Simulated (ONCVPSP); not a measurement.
## Al (Z = 13), ONCV: configuration errors across variants

| Item | Value |
| --- | --- |
| Element | Al |
| Generator | ONCVPSP 4.0.1 |
| Type | optimised norm-conserving Vanderbilt (ONCV) |
| Functional | PBE |
| Relativity | scalar-relativistic |
| Frozen core | [Ne] |
| Valence charge | 3 |
| Reference configuration | 3s2 3p1 |
| Partial waves | 3s: rc 1.95 bohr, ncon 4, nbas 7, qcut 4.1 1/bohr, 2 projectors, debl 3.2 Ha; 3p: rc 1.85 bohr, ncon 4, nbas 7, qcut 4.1 1/bohr, 1 projector |
| Local potential | polynomial inside 1.80 bohr (lpopt 5, dvloc0 -1 Ha) |
| Core correction | Teter function, fcfact 5.75, rcfact 1.15 |

All-electron excitation energies from the reference (eV): (1) 3s2 3p0 5.761; (2) 3s1 3p0 24.987; (3) 3s2 3p0.5 2.086; (4) 3s1 3p1 11.571.

2 further variants failed, have other tests or another functional or relativity, and are left out.

Errors AE − PS in meV (a dash: test not solved or not reliable):

| change | (1) | (2) | (3) | (4) | bound ghosts | GHOST(+) flags above zero |
| --- | --- | --- | --- | --- | --- | --- |
| base | -1.1 | +33 | -0.2 | +11 | none | s |
| p: qcut 6.1 | -1.1 | +32 | -0.2 | +12 | none | s |
| core correction Teter function, fcfact 3.1, rcfact 1.15 | -2.6 | +17 | -0.4 | +8.3 | none | s |
| local potential polynomial inside 1.80 bohr (lpopt 5, dvloc0 8 Ha) | -1.2 | +33 | -0.2 | +9.7 | none | none |
| core correction Teter function, fcfact 5.75, rcfact 1.14 | -1.3 | +33 | -0.2 | +11 | none | s |
| local potential polynomial inside 1.30 bohr (lpopt 3, dvloc0 -1 Ha) | -1.1 | +33 | -0.2 | +11 | none | s |

Give the same row for: s: qcut 3.2; p: qcut 3.2.

-1.1, +31, -0.2, +9.2; bound ghosts: none; GHOST(+) flags above zero: s.
